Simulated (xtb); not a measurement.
H$_{7}$B$_{3}$N$_{3}$, charge +1, singlet, geometry from GFN2-xTB; GFN2-xTB (xtb).

Input for xtb:
```
$ xtb mol.xyz --gfn 2 --chrg 1 --etemp 5000 --json

# file mol.xyz
13

B      0.86251219    -1.19327684     0.20470020
N      1.39506126     0.13710217     0.26582380
B      0.66986180     1.29721651     0.08876115
N     -0.82466883     1.14092094    -0.19571883
B     -1.41304089    -0.26903579    -0.26514000
N     -0.54097915    -1.31871608    -0.06312431
H      1.53770716    -2.12740221     0.36494437
H      2.38574493     0.21228932     0.45529505
H      1.11296446     2.37378670     0.14057704
H     -1.03809559     1.62294398    -1.07286357
H     -1.34412975     1.67284054     0.50748952
H     -2.55236918    -0.38238491    -0.48219127
H     -0.90438046    -2.26174200    -0.10372250
```

What the program printed (banner, timings and long lists left out):

```
   ID    Z sym.   atoms
    1    5 B      1, 3, 5
    2    7 N      2, 4, 6
    3    1 H      7-13

           -------------------------------------------------
          |                Calculation Setup                |
           -------------------------------------------------

           -------------------------------------------------
          |                 G F N 2 - x T B                 |
           -------------------------------------------------

          ...................................................
          :                      SETUP                      :
          :.................................................:
          :  # basis functions                  31          :
          :  # atomic orbitals                  31          :
          :  # shells                           19          :
          :  # electrons                        30          :
          :  max. iterations                   250          :
          :  Hamiltonian                  GFN2-xTB          :
          :  restarted?                      false          :
          :  GBSA solvation                  false          :
          :  PC potential                    false          :
          :  electronic temp.         5000.0000000     K    :
          :  accuracy                    1.0000000          :
          :  -> integral cutoff          0.2500000E+02      :
          :  -> integral neglect         0.1000000E-07      :
          :  -> SCF convergence          0.1000000E-05 Eh   :
          :  -> wf. convergence          0.1000000E-03 e    :
          :  Broyden damping             0.4000000          :
          :  net charge                          1          :
          :  unpaired electrons                  0          :
          ...................................................

 iter      E             dE          RMSdq      gap      omega  full diag
   1    -15.8861173 -0.158861E+02  0.102E+01    4.94       0.0  T
   2    -15.9785808 -0.924634E-01  0.641E+00    4.29       1.0  T
   3    -15.9724837  0.609707E-02  0.186E+00    4.41       1.0  T
   4    -15.9928091 -0.203254E-01  0.821E-01    4.27       1.0  T
   5    -15.9983391 -0.552994E-02  0.385E-01    4.55       1.0  T
   6    -15.9993774 -0.103828E-02  0.931E-02    4.48       1.0  T
   7    -15.9994288 -0.514824E-04  0.425E-02    4.50       1.0  T
   8    -15.9994400 -0.111282E-04  0.104E-02    4.49       2.7  T
[...]
         :: total energy             -15.797681472697 Eh    ::
[...]
    10   1 H        0.859     0.250     0.883     1.472
    11   1 H        0.859     0.250     0.883     1.472
    12   1 H        0.940    -0.026     3.554     2.947
    13   1 H        0.860     0.213     1.044     1.601

 Mol. C6AA /au·bohr⁶  :       1395.326872
 Mol. C8AA /au·bohr⁸  :      33884.554697
 Mol. α(0) /au        :         58.966207

Wiberg/Mayer (AO) data.
largest (>0.10) Wiberg bond orders for each atom

 ---------------------------------------------------------------------------
     #   Z sym  total        # sym  WBO       # sym  WBO       # sym  WBO
 ---------------------------------------------------------------------------
     1   5 B    3.377 --     6 N    1.145     2 N    1.145     7 H    0.970
     2   7 N    3.576 --     3 B    1.441     1 B    1.145     8 H    0.927
     3   5 B    3.393 --     2 N    1.441     9 H    0.971     4 N    0.874
     4   7 N    3.586 --    10 H    0.894    11 H    0.894     5 B    0.874
                             3 B    0.874
     5   5 B    3.393 --     6 N    1.441    12 H    0.971     4 N    0.874
     6   7 N    3.576 --     5 B    1.441     1 B    1.145    13 H    0.927
     7   1 H    0.993 --     1 B    0.970
     8   1 H    0.955 --     2 N    0.927
     9   1 H    0.997 --     3 B    0.971
    10   1 H    0.937 --     4 N    0.894
    11   1 H    0.937 --     4 N    0.894
    12   1 H    0.997 --     5 B    0.971
    13   1 H    0.955 --     6 N    0.927
 ---------------------------------------------------------------------------

Topologies differ in total number of bonds
Writing topology from bond orders to xtbtopo.mol

molecular dipole:
                 x           y           z       tot (Debye)
 q only:       -0.503       0.695      -0.119
   full:       -0.696       0.964      -0.165       3.051
molecular quadrupole (traceless):
                xx          xy          yy          xz          yz          zz
 q only:        2.394      -2.090       4.087       1.859      -0.751      -6.481
  q+dip:        2.417      -3.772       5.223       2.154      -1.151      -7.639
   full:        1.104      -3.346       3.456       1.255      -0.910      -4.560

           -------------------------------------------------
          | TOTAL ENERGY              -15.797681472697 Eh   |
          | GRADIENT NORM               0.000840506000 Eh/α |
          | HOMO-LUMO GAP               4.492923469171 eV   |
           -------------------------------------------------

normal termination of xtb
```
